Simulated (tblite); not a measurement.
Start geometry of `[SiH2](OC=O)N[SiH3]` from a force field or distance geometry (Å):
```
atom  x, y, z in Å
O1     3.293   -0.744   -0.455
C2     2.957    0.131    0.333
O3     1.724    0.498    0.695
Si4    0.367   -0.218    0.065
N5    -0.941    0.568    0.802
Si6   -2.391   -0.103    0.231
H7     3.688    0.745    0.896
H8     0.307    0.016   -1.380
H9     0.346   -1.662    0.443
H10   -0.911    1.549    0.547
H11   -2.485    0.107   -1.230
H12   -2.475   -1.538    0.599
H13   -3.485    0.652    0.893
```

Q: What comes out of this run: GFN2-xTB geometry optimisation, gas phase in tblite 0.8.0?

A: 
```
atom  x, y, z in Å
O1     3.3618   -0.6649   -0.2235
C2     2.9335    0.2500    0.4141
O3     1.6745    0.5491    0.5686
Si4    0.4709   -0.3705   -0.1470
N5    -0.9116    0.4187    0.4867
Si6   -2.5656   -0.0230    0.2133
H7     3.5805    0.9623    0.9594
H8     0.6045   -0.2443   -1.5945
H9     0.5649   -1.7448    0.3251
H10   -0.7441    1.2738    0.9906
H11   -2.8806    0.0909   -1.2121
H12   -2.7420   -1.4091    0.6415
H13   -3.3510    0.9123    1.0169
```

The energy falls by 11.1 kcal/mol over 60 L-BFGS steps, the largest force on an atom goes from 2.82 to 0.007 eV/Å, and the atoms move by 0.319 Å rms after alignment. Among the bonds, N5–Si6 and Si4–H9 change most and about equally (-0.036 to +0.037 Å). Bonds longer at the end by more than 0.005 Å: 3 of 12; shorter: 8. Among the angles that change most is Si4–N5–Si6, from 109.3° to 126.5°. Among the dihedrals that turn most is H9–Si4–N5–H10, from 179° to 124°. Rotational constants go from 10603, 941.5, 885.4 to 11530, 892.2, 845.0 MHz. The orientation of the end geometry is arbitrary; only internal coordinates are fixed.

Time: 0.56 s of wall time. Hardware: Arm Neoverse N1, one thread (shared host).

GFN2-xTB frequencies show an imaginary mode (31i cm⁻¹), so the point is no minimum at that level. 3 starts were optimised and ended at 0.00, 0.68 and 1.18 kcal/mol (GFN2-xTB); the lowest of these is shown.

These are computed values.
